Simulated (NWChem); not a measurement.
Species: TiCl₄, triplet; SMILES of the neutral closed-shell parent [Ti]([Cl])([Cl])([Cl])[Cl]

```xyz
5

Ti    -0.0003    -0.3312     0.0009
Cl    -0.0074     1.6438     1.3165
Cl     1.8883    -1.4344     0.0069
Cl    -1.8942    -1.4244    -0.0077
Cl     0.0137     1.6437    -1.3169
```
Atoms are numbered in this order, from 1.

All runs: NWChem. Spin-unrestricted. Medium grid unless said otherwise, to which SCAN and Minnesota functionals are sensitive. Coordinates come from a PBE0/def2-SVP, spin-unrestricted optimisation. No frequency run checked for a minimum. The spin multiplicity was typed, not searched, and may not be the lowest. No stability test was run on the SCF state.

Q: Order these by “lowest empty minus highest occupied level, either spin (eV)”, lowest first: PBE0/def2-SVP; r2SCAN0/def2-SVP; LRC-wPBEh/def2-SVP; MN15/def2-SVP; B3LYP/def2-SVP.

A: B3LYP/def2-SVP (0.83), PBE0/def2-SVP (1.47), r2SCAN0/def2-SVP (2.02), MN15/def2-SVP (2.77), LRC-wPBEh/def2-SVP (5.12)
